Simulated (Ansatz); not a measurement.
Molecule: sum formula HBOF, net charge 1, singlet state. It need not be the lowest isomer of its formula. 
Geometry from a B3LYP-D3(BJ)/def2-TZVP (Ansatz, a first-principles code) optimisation:
SMILES: [OH+]=BF
```xyz
4

F     -1.2127     0.2744    -0.2794
B     -0.0313    -0.0029    -0.0216
O      1.1394    -0.2201     0.3170
H      1.9559    -0.6944     0.0867
```
Charge +1, spin multiplicity 1.

Computed values are from Ansatz. Cores are frozen in the correlated levels unless marked. Open shells are spin-unrestricted. Spin-orbit coupling is left out. Non-relativistic. Basis-set limits of correlation are two-point, X^-3; Hartree-Fock from the larger set. [CCSD(T)-MP2]/basis is that difference in the basis named.

Q: What is the vertical ionisation energy (to the doublet) at RI-MP2/CBS(aug-cc-pVTZ,aug-cc-pVQZ)+[CCSD(T)-MP2]/aug-cc-pVTZ?

A: 23.17 eV.

Q: What is the vertical electron affinity (to the doublet; negative means unbound) at RI-MP2/CBS(aug-cc-pVTZ,aug-cc-pVQZ)+[CCSD(T)-MP2]/aug-cc-pVTZ?

A: 5.19 eV.

Q: What is the total energy at CCSD(T)/CBS(cc-pVTZ,cc-pVQZ)?

A: -200.1050 Eh.

Q: What is the T1 diagnostic at CCSD/cc-pVQZ?

A: 0.014.
